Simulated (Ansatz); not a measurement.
```yaml
crystal:
  periodic: [false, false, false]
  atoms:
    - {symbol: Li, position_ang: [-1.215542, -0.416958, -0.583428]}
    - {symbol: Li, position_ang: [0.758590, -1.917942, -2.487534]}
    - {symbol: Li, position_ang: [1.244137, 0.461716, -0.497004]}
    - {symbol: Li, position_ang: [-0.845378, 2.403202, -0.422199]}
    - {symbol: Li, position_ang: [0.669018, -1.936869, 0.645565]}
    - {symbol: Li, position_ang: [-0.338407, 0.736377, 2.198113]}
    - {symbol: N, position_ang: [0.087726, -0.311240, 0.769154]}
    - {symbol: N, position_ang: [-0.360134, 0.981714, 0.377332]}
basis:
  gaussian: {orbitals: "6-31G*", nuclear_model: gaussian}
total_charge: 1
magnetization: {spin_polarized: false, initial_magnetization: 1}
hamiltonian: {xc: {name: PBEsol}, dispersion: d4}
output: {forces: true}
```

```sh
$ ansatz run in.yaml --threads 4 --pin off --events-out ev --progress --plain --max-ram 3916MiB
```

It prints (some lines left out):

```
Functional definition: PBEsol
1066 factors; their error is unknown
mean field evaluation 1: about -4083.5684 eV, gradient 1.7e2 eV
mean field evaluation 2: about -3294.6058 eV, gradient 1.7e2 eV
mean field evaluation 4: about -4061.8431 eV, gradient 1.9e2 eV
mean field evaluation 8: about -4163.6113 eV, gradient 2.7e1 eV
mean field evaluation 16: about -4175.7608 eV, gradient 4.9e0 eV
mean field evaluation 32: about -4175.8867 eV, gradient 1.6e-5 eV
mean field evaluation 64: about -4175.9416 eV, gradient 1.2e0 eV
mean field evaluation 96: about -4174.1019 eV, gradient 2.0e1 eV
mean field evaluation 128: about -4166.7829 eV, gradient 3.1e1 eV
mean field evaluation 160: about -4170.6055 eV, gradient 1.1e1 eV
mean field evaluation 192: about -4175.8849 eV, gradient 9.2e-2 eV
mean field evaluation 224: about -4148.1845 eV, gradient 6.1e1 eV
mean field -4175.88667033 eV, -153.4610046170 hartree, gradient 3.2e-8 eV, S^2 0.750000; 10 other end points of the search recorded, 0 dependent functions left out
reference -4175.88673031 eV, -153.4610068213 hartree; 16, 15 occupied and 104, 105 virtual orbitals, 1066 factors
Total energy: -4175.91770253 eV, -153.4621450293 hartree
Atom 0 at    -1.215542    -0.416958    -0.583428 Å, force    -0.449627    -0.059799    -0.136938 eV/Å
Atom 1 at     0.758590    -1.917942    -2.487534 Å, force    -0.013115    -0.060058    -0.034595 eV/Å
Atom 2 at     1.244137     0.461716    -0.497004 Å, force     0.289102     0.142545    -0.009234 eV/Å
Atom 3 at    -0.845378     2.403202    -0.422199 Å, force    -0.185127     0.618667    -0.140256 eV/Å
Atom 4 at     0.669018    -1.936869     0.645565 Å, force     0.157594    -0.487519     0.192508 eV/Å
Atom 5 at    -0.338407     0.736377     2.198113 Å, force    -0.179635     0.150182     0.728951 eV/Å
Atom 6 at     0.087726    -0.311240     0.769154 Å, force     0.123401     0.589511    -0.485177 eV/Å
Atom 7 at    -0.360134     0.981714     0.377332 Å, force     0.257408    -0.893529    -0.115259 eV/Å
Dipole moment:     0.038689    -0.009576    -0.346257 e Å
```

It took 28 s on 4 threads of Arm Neoverse V2 on a shared host.

The 6-31G sets use Cartesian d functions.

With spin_polarized false and unpaired electrons the run is restricted open-shell.

The dipole of an ion depends on the origin.
